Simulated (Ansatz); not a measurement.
## Relative stability

The two ends of one reaction step of AlH4Cl2OF, closed shell (PBE0-D4/def2-TZVP).

A:

Al1  (-0.668, 0.549, -0.570)
H2  (-1.132, -1.223, 0.503)
Cl3  (-1.676, -0.300, -2.183)
Cl4  (-1.593, 1.890, 0.707)
H5  (1.531, -0.054, 0.860)
O6  (1.044, 0.525, -0.585)
H7  (-0.509, -1.049, 0.908)
F8  (1.483, -0.504, 1.695)
H9  (1.520, 0.166, -1.335)
(Å)

B:

| atom | x (Å) | y (Å) | z (Å) |
| --- | --- | --- | --- |
| Al1 | -0.9668 | 0.3325 | -0.3245 |
| H2 | -1.0519 | -0.8058 | 0.8102 |
| Cl3 | -1.2614 | -0.3374 | -2.3069 |
| Cl4 | -1.8085 | 2.1730 | 0.2222 |
| H5 | 1.3785 | -0.0192 | 0.2948 |
| O6 | 0.9410 | 0.5818 | -0.3505 |
| H7 | 0.2369 | -1.1935 | 1.3709 |
| F8 | 1.1855 | -1.2069 | 1.5031 |
| H9 | 1.3468 | 0.4756 | -1.2192 |

Ansatz 0.2.0; basis: def2-TZVPP; cores frozen in the correlated methods. B3LYP uses VWN-RPA correlation.

**Question.** Which structure is lower at CCSD(T), and by how much? (Judge from chemistry; the value comes from the calculation.)

**Answer.** Computed: A, by 9.4 kJ/mol (electronic energy, against the other). By their contacts, A is a complex of AlHCl₂O ([OH][Al]([Cl])[Cl]) + HF + H₂ and B is a complex of AlH₃Cl₂O ([OH2][AlH]([Cl])[Cl]) + HF.

**Question.** Do the other methods give the same order? (Judge from chemistry; the calculation decides.)

**Answer.** The calculation gives: Not all: SPW92, B97M-V give the other order.

```
      method  E(B) − E(A) (kJ/mol)
       SPW92                  -9.9
      PBE-D4                   5.5
     BLYP-D4                  14.2
   r2SCAN-D4                   8.4
      B97M-V                  -5.1
     PBE0-D4                   1.8
    B3LYP-D4                   9.9
  r2SCAN0-D4                   5.0
    BHLYP-D4                   5.8
CAM-B3LYP-D4                   5.9
     wB97X-V                   6.1
     wB97M-V                   7.2
      B2PLYP                  11.3
    PBE-QIDH                   4.4
  RPA on PBE                   9.5
          HF                   5.6
         MP2                  14.6
        CCSD                   8.5
     CCSD(T)                   9.4
```

No T1 diagnostic of these runs exceeds 0.010.

Labels in which every atom is bracketed show which atoms are joined, not bond orders.

For scale, one of the runs: CCSD(T)/def2-TZVPP, 244 basis functions, launched by `ansatz run in.yaml --threads 8 --pin off --events-out ev --progress --plain --max-ram 19148MiB`. Hardware: 8 CPU threads of an Intel Xeon Platinum 8488C, shared host. Wall time 43 s; peak host memory 4.7 GiB.
